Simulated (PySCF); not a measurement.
CH4AlClFN, SMILES [Al]([F])([Cl])[NH]C. Atoms are numbered in the order given.

```xyz
9

Al    -0.2457     0.1143     0.0000
Cl     0.5352     2.0493     0.0000
F     -1.8910    -0.0947     0.0000
N      0.8119    -1.2856     0.0000
C      0.4405    -2.6837     0.0000
H      1.8171    -1.1444     0.0000
H      0.8135    -3.2206     0.8908
H      0.8135    -3.2206    -0.8908
H     -0.6553    -2.7848     0.0000
```

Geometry: PBE0-D3(BJ)/def2-SVP. The structure was generated by enumeration; whether it is a known compound was not checked. One conformer was computed; it need not be the lowest.

These are C-PCM-M06-2X/def2-SVP (PySCF 2.14.0) values and carry that method's errors.

The values are the electrostatic part of the solvation free energy, E(continuum) − E(gas) at the gas-phase geometry, in a cavity of scaled van der Waals radii (PySCF's table); cavitation and dispersion terms are not included. A continuum can't describe solvent molecules that bind to the metal. In vacuum the orbital gap is 8.73 eV. The dipole moment in vacuum is 2.61 D.

```csv
solvent,ε,ΔG(elec) (kcal/mol),dipole (D),gap (eV)
water,78.36,-6.2,3.00,8.64
diethylether,4.24,-4.7,2.91,8.67
tetrahydrofuran,7.43,-5.4,2.95,8.66
```
